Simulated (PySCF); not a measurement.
The vertical singlet excitations below were computed for one of the candidates. Theory: TDDFT CAM-B3LYP/def2-SVPD, vertical, gas phase, core orbitals frozen in the response (PySCF 2.14.0, density-fitted response routines). Geometries: GFN2-xTB, one conformer each.

| state | ν̃ (cm⁻¹) | f | main configurations (H = HOMO, L = LUMO) |
| --- | --- | --- | --- |
| S1 | 51360 | 0.0067 | H→L (92%) |
| S2 | 55700 | 0.0014 | H→L+1 (63%), H→L+4 (9%) |
| S3 | 56980 | 0.0061 | H-1→L (83%), H-2→L (9%) |
| S4 | 58700 | 0.131 | H-2→L (56%), H→L+1 (11%), H→L+2 (10%) |
| S5 | 59460 | 0.032 | H→L+2 (39%), H-1→L+1 (23%), H→L+4 (13%) |
| S6 | 59870 | 0.0063 | H-1→L+1 (54%), H→L+2 (16%) |
| S7 | 60430 | 0.0069 | H-2→L+1 (68%), H-2→L+5 (10%) |
| S8 | 62730 | 0.0087 | H-1→L+2 (48%), H-1→L+4 (18%), H→L+4 (8%) |

Triplets computed (Tamm–Dancoff): 6.07, 6.57, 6.61 eV.

Orbital energies (eV): HOMO-3 -10.18, HOMO-2 -9.30, HOMO-1 -9.18, HOMO -8.66, LUMO 0.95, LUMO+1 1.19, LUMO+2 1.65.

Question: Which candidate is it?
A. `[SiH3][SiH2]C1CCC1`
B. `C[C@@H]1[SiH2]C[Si@@H]1C`
C. `[SiH3]O[C@]1([SiH3])C[SiH2]1`
D. `C=C[C@]1([SiH3])C[SiH2]1`

Answer: B. Its S1 lies at 6.37 eV; the nearest of the others has S1 at 6.88 eV. S1 is HOMO→LUMO (92%). Löwdin shares by element: HOMO carbon 43% or more, silicon 28% (atoms not listed hold the other 29%); LUMO silicon 30%, carbon 19% or more (atoms not listed hold the other 52%). At the same level the other candidates give, for their lowest levels:
- `[SiH3][SiH2]C1CCC1`: 6.88 eV (f 0.041); 7.05 eV (f 0.011); 7.37 eV (f 0.019); 7.70 eV (f 0.017); 7.71 eV (f 0.008); T1 6.12 eV; HOMO -9.10, LUMO 0.84 eV
- `[SiH3]O[C@]1([SiH3])C[SiH2]1`: 5.55 eV (f 0.096); 5.70 eV (f 0.117); 6.09 eV (f 0.011); 6.42 eV (f 0.050); 6.58 eV (f 0.004); T1 4.43 eV; HOMO -7.67, LUMO 0.79 eV
- `C=C[C@]1([SiH3])C[SiH2]1`: 5.35 eV (f 0.220); 6.02 eV (f 0.046); 6.23 eV (f 0.112); 6.39 eV (f 0.044); 6.62 eV (f 0.078); T1 3.85 eV; HOMO -7.54, LUMO 0.53 eV

Without π bonds the low states are Rydberg-like; a valence basis with one diffuse set may place them up to an eV too high.
